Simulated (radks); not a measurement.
Fractional charge and spin in the 2s shell of carbon: the spin-up occupation runs from 0 to 1 and the spin-down occupation from 0 to 1; the fullest corner is C2+, [He] 2s(up 1, down 1). Method: non-relativistic Kohn-Sham, LDA (Slater exchange, Perdew-Wang correlation), spin-polarised, spherical densities, point nucleus; computed with a radial shooting solver on a logarithmic mesh with Libxc functionals. Energy (eV) above the fullest corner. The planes named below are the two flat planes that join the four corners, with an edge along up + down = one added electron.

| down \ up | 0 | 0.25 | 0.5 | 0.75 | 1 |
|---|---|---|---|---|---|
| 0 | 111.306 | 94.061 | 77.463 | 61.736 | 46.944 |
| 0.25 | 94.061 | 77.830 | 62.330 | 47.708 | 34.012 |
| 0.5 | 77.463 | 62.330 | 47.945 | 34.430 | 21.825 |
| 0.75 | 61.736 | 47.708 | 34.430 | 22.008 | 10.477 |
| 1 | 46.944 | 34.012 | 21.825 | 10.477 | 0.000 |

Corners above the fullest one (they belong to C3+ and the next ion): (up 1, down 0) 46.944 eV, (up 0, down 1) 46.944 eV, (up 0, down 0) 111.31 eV. With half an added electron in each spin the energy lies 1.001 eV from the planes (fractional-spin error, the static-correlation error of a stretched bond), and with half an added electron in spin up alone -1.662 eV (fractional-charge error). For a frontier s shell over closed shells the exact functional lies on the planes.
